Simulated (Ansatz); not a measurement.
```yaml
crystal:
  periodic: [false, false, false]
  atoms:
    - {symbol: C, position_ang: [-0.915006, 0.333414, 0.568606]}
    - {symbol: C, position_ang: [-0.001635, -0.713472, 1.201553]}
    - {symbol: O, position_ang: [0.706197, -1.390499, 0.170424]}
    - {symbol: Si, position_ang: [0.884924, -0.445405, -1.181654]}
    - {symbol: C, position_ang: [-0.132970, 1.010196, -0.567980]}
    - {symbol: H, position_ang: [-1.269293, 1.045923, 1.318683]}
    - {symbol: H, position_ang: [-1.794628, -0.170720, 0.156100]}
    - {symbol: H, position_ang: [0.716458, -0.237172, 1.882308]}
    - {symbol: H, position_ang: [-0.566676, -1.453431, 1.773786]}
    - {symbol: H, position_ang: [2.315908, -0.132966, -1.442391]}
    - {symbol: H, position_ang: [0.334261, -1.141021, -2.375591]}
    - {symbol: H, position_ang: [0.528810, 1.790009, -0.178938]}
    - {symbol: H, position_ang: [-0.785849, 1.470646, -1.310106]}
basis:
  gaussian: {orbitals: def2-mTZVP}
hamiltonian: {xc: {name: TPSS}, dispersion: d4}
output: {forces: true}
```

```sh
$ ansatz run in.yaml --threads 4 --pin off --events-out ev --progress --plain --max-ram 10444MiB
```

Shortened log:

```
Error: YAML parse error: error: line 19 column 19: hamiltonian.xc: no functional is named "TPSS"; the names, which are not case-sensitive, are SVWN5, SPW92, PBE, PBE0, PBEsol, revPBE, revPBE0, RPBE, rPW86-PBE, HSE06, wPBEh, LC-wPBE, HISS, HF, BLYP, B3LYP, B3LYP5, BHLYP, CAM-B3LYP, r2SCAN, r2SCANh, r2SCAN0, r2SCAN50, m-r2SCAN, B97, wB97, wB97X, wB97X-V, B97M-V, wB97M-V, B2PLYP, B2GP-PLYP, PBE0-DH, PBE-QIDH
17 | basis:
18 |   gaussian: {orbitals: def2-mTZVP}
19 | hamiltonian: {xc: {name: TPSS}, dispersion: d4}
20 | output: {forces: true}
```

Task: What is wrong with this run?

Result: The method's name isn't one that the program takes here. The program refused the input.

HSE06 is defined as in plane-wave codes.
